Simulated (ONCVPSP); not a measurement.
# Transferability test, ONCV potential for zinc (Zn)

```
Element                 : zinc (Zn)
Generator               : ONCVPSP 4.0.1
Type                    : optimised norm-conserving Vanderbilt (ONCV)
Functional              : PBE
Relativity              : scalar-relativistic
Frozen core             : [Ar] 3d10
Valence charge          : 2
Reference configuration : 4s2
Partial waves           : 4s: rc 1.85 bohr, ncon 4, nbas 8, qcut 3.1 1/bohr, 3 projectors, debl 1.2 Ha; p scattering state at 0.21 Ha: rc 1.45 bohr, ncon 4, nbas 9, qcut 4.7 1/bohr, 2 projectors, debl 0.7 Ha
Local potential         : polynomial inside 1.35 bohr (lpopt 4, dvloc0 0 Ha)
Core correction         : polynomial model core, fcfact 0.2
```

Energies are relative to the spin-unpolarised reference configuration 4s2; without spin polarisation the order of configurations can differ from experiment.

| valence configuration | charge | ΔE all-electron (eV) | error AE − PS (meV) |
| --- | --- | --- | --- |
| 4s1 | +1 | 9.889 | -97 |
| 4s1 4p1 | 0 | 5.087 | -19 |
| 4s0 4p1 | +1 | 16.213 | -157 |

(1) What are ΔE and the potential's error for 4s1.5?

Levels in the configuration 4s1.5:

| level | all-electron (eV) | pseudo (eV) |
| --- | --- | --- |
| 4s | -9.841 | -9.932 |

Note: ghosts flagged at negative energy: s at -2181.2 eV, p at -71.4 eV; GHOST(+) flagged for s at 134.6 eV. A true bound ghost makes a file unfit for plane-wave use.

## Answers

(1) ΔE = 3.941 eV all-electron; the error (AE − PS) is -22 meV.
